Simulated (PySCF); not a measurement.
Vertical excitations of a molecule CH8FNOSi2 from TDDFT-LC-ωPBE/def2-SVPD (PySCF), as energy in eV (oscillator strength): 5.87 (0.032), 6.63 (0.023), 7.03 (0.012), 7.39 (0.012), 7.93 (0.004), 7.95 (0.091), 8.11 (0.074), 8.22 (0.216), 8.53 (0.043), 8.64 (0.002). Lowest triplet (TDA): 5.20 eV. Coordinates come from a PBE0-D3(BJ)/def2-SVP optimisation. The values are those of a single conformer.

### Question
Identify the compound among the candidates.
A) C[SiH2]N[Si@H](O)F
B) N[Si@H](F)C[SiH2]O
C) N[SiH2][Si@@H](O)CF
D) O[Si@@H](CF)N[SiH3]

### Answer
C, N[SiH2][Si@@H](O)CF
